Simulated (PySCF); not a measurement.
Radial density of V²⁺ (vanadium, charge +2)

PBE0, [Ar] 3d3, high-spin 4F determinant. All numbers are calculated (PySCF 2.14, scalar relativity by spin-free X2C-1e, in Sapporo-DKH3-DZP-2012 (6s5p3d1f, 43 functions)).

```
r (bohr)  4πr²ρ (e/bohr)  4πr²(ρα − ρβ)
 0.00145          0.2730         0.0000
 0.00244          0.6914         0.0000
 0.00410           1.711         0.0000
 0.00690           4.027        -0.0001
  0.0116           8.797        -0.0002
  0.0195           16.77        -0.0004
  0.0328           25.28        -0.0007
  0.0552           26.67        -0.0014
  0.0928           20.94        -0.0015
   0.156           25.63         0.0244
   0.263           27.40         0.2392
   0.442           10.77         1.0107
   0.743           11.50         2.0886
    1.25           7.079         1.8212
    2.10          0.9966         0.5811
    3.54         0.04856         0.0464
    5.95       0.0007161         0.0007
```

Densities and radii are taken from the X2C orbitals without a picture-change correction, which distorts them close to the nucleus.
